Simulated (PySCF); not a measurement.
A side-by-side comparison of computed properties.

First species: triethylamine alane, C6H18AlN.
SMILES: `CC[N+]([AlH3-])(CC)CC`

Second species: C5H10S.
Bonds: S1–C2, C2–C3, C3–C4, C4–C5, C5–C6, C2–C6. Hydrogens: H7 on S1; H8 on C2; H9, H10 on C3; H11, H12 on C4; H13, H14 on C5; H15, H16 on C6.

Levels: CAM-B3LYP/def2-SVPD for HOMO energy, LUMO energy, HOMO–LUMO gap and static isotropic polarisability; TDDFT CAM-B3LYP/def2-SVPD for lowest singlet excitation; TDA CAM-B3LYP/def2-SVPD for lowest triplet excitation (Tamm–Dancoff); ΔSCF CAM-B3LYP/def2-SVPD for vertical ionisation energy. Geometries: PBE0-D3(BJ)/def2-SVP. Each species is one conformer at its optimised geometry, gas phase, non-relativistic unless stated. Electronic properties by PySCF.

The conformers computed, where there is a choice (atom-mapped SMILES and torsion angles):
- `[CH3:1][CH2:2][N+:3]([AlH3-:4])([CH2:5][CH3:6])[CH2:7][CH3:8]`: C1–C2–N3–Al4 -64°, C2–N3–C5–C6 59°, C2–N3–C7–C8 62°

The conformers of `SC1CCCC1` aren't listed.

Task: Which of the two has the higher LUMO energy, and by how much?

Result: The second: 1.04 eV against 0.92 eV, a difference of 0.12 eV.

Task: Which has the higher HOMO energy?

Result: The second: -8.07 eV against -8.57 eV, a difference of 0.50 eV.

Task: Which of the two has the higher T1 energy, and by how much?

Result: The first: 6.52 eV against 5.14 eV, a difference of 1.38 eV.

Task: Which of the two has the higher vertical ionisation energy, and by how much?

Result: The first: 9.45 eV against 9.01 eV, a difference of 0.44 eV.

Task: Which of the two has the higher static isotropic polarisability, and by how much?

Result: The first: 112.7 au against 77.6 au, a difference of 35.1 au.

Task: Which has the higher S1 energy?

Result: The first: 6.98 eV against 5.57 eV, a difference of 1.41 eV.

Task: Which has the higher HOMO–LUMO gap?

Result: The first: 9.49 eV against 9.11 eV, a difference of 0.38 eV.

On the first: S1 lies 2.51 eV below the HOMO–LUMO gap. No computed singlet falls in the visible range (750 to 380 nm, 1.65 to 3.26 eV); S1 lies 3.72 eV above its blue end.

On the second: No computed singlet falls in the visible range (750 to 380 nm, 1.65 to 3.26 eV); S1 lies 2.31 eV above its blue end. The vertical singlet–triplet gap S1 − T1 is 0.43 eV (TDDFT singlet less Tamm–Dancoff triplet).
